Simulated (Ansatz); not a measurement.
Reaction (ligand exchange at the Si–O bond): `[SiH3][SiH2][O][SnH3]` + CH₃SH → `CS[SiH2][SiH3]` + `[OH][SnH3]`

Program: Ansatz. Geometries: PBE0-D4/def2-TZVP. ΔE: electronic, gas phase. CCSD(T)/CBS adds triple-zeta CCSD(T) − MP2 to the extrapolated MP2 energy (def2 sets, frozen cores). This one scheme is used for every species. def2 core potentials past Kr. For Sn outer-core shells are correlated without core-valence functions, which leaves a few kJ/mol of doubt a bond. One conformer a species, not always the lowest.

```tsv
species	CCSD(T)/CBS(def2) energy (Eh)
`[SiH3][SiH2][O][SnH3]`	-872.19319
CH₃SH	-438.22835
`CS[SiH2][SiH3]`	-1018.81081
`[OH][SnH3]`	-291.59405
```

(1) Work out ΔE.

Largest T1 diagnostic among the species: 0.014.

Answers

(1) ΔE = (-1018.81081) + (-291.59405) − (-872.19319) − (-438.22835) = 0.01668 Eh = +10.5 kcal/mol.

In def2-TZVPP, CCSD(T) changes the Hartree–Fock value by −4.6 kcal/mol (the triples alone add −0.9 kcal/mol) and MP2 by −5.6 kcal/mol. From PBE to PBE0 (25 % exact exchange), in def2-TZVPP and without D4, ΔE moves by +1.3 kcal/mol.
